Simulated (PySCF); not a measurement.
Computed with B3LYP-D3(BJ)/def2-TZVP // PBE-D3(BJ)/def2-SVP (PySCF 2.14.0). Gas-phase values, no solvent. One relaxed conformer stands for a flexible species; it need not be the lowest. B3LYP has the VWN-RPA correlation part, as in Gaussian. 

Reference species: [Zn(NH2)(H)] (neutral, multiplicity 1).

```yaml
HOMO: -6.65 eV
LUMO: -0.57 eV
coordination_number: 2
```

Changed species: [Zn(NH2)2] (0 of 2 NH2 replaced by H; the reference has 1 of 2 NH2 replaced by H).

Predict the effect on the HOMO, LUMO and coordination number.

the HOMO rises by 0.02 eV, to -6.63 eV; the LUMO drops by 0.19 eV, to -0.76 eV; the coordination number stays essentially unchanged.
